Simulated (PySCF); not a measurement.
## Nickel: highly charged ions in a basis for the neutral atom

Ni¹⁰⁺ [Ar], Ni¹¹⁺ [Ne] 3s2 3p5. Computed with PySCF 2.14 in x2c-SVPall (5s3p3d1f, 36 functions), with scalar relativity by spin-free X2C-1e. No spin-orbit coupling, so a gap to NIST mixes the basis error with missing relativistic terms.

Changed run: basis of the neutral atom used for a highly charged ion. This setting is unsound on purpose.

```
species  method  sound run (hartree)  changed run (hartree)  converged
  Ni¹⁰⁺     UHF              not run            -1480.38525        yes
  Ni¹⁰⁺  M06-2X              not run            -1481.31540        yes
  Ni¹⁰⁺     LDA              not run            -1478.30306        yes
  Ni¹¹⁺     UHF              not run            -1468.40297        yes
  Ni¹¹⁺  M06-2X              not run            -1469.27342        yes
  Ni¹¹⁺     LDA              not run            -1466.26145        yes
```

Ionisation energy of Ni¹⁰⁺:

| method | changed run (eV) | NIST (eV) |
| --- | --- | --- |
| UHF | 326.05 | 319.5 ± 0.7 |
| M06-2X | 327.68 | 319.5 ± 0.7 |
| LDA | 327.67 | 319.5 ± 0.7 |

The contracted functions were made for the neutral atom and can be too rigid for a highly charged ion.
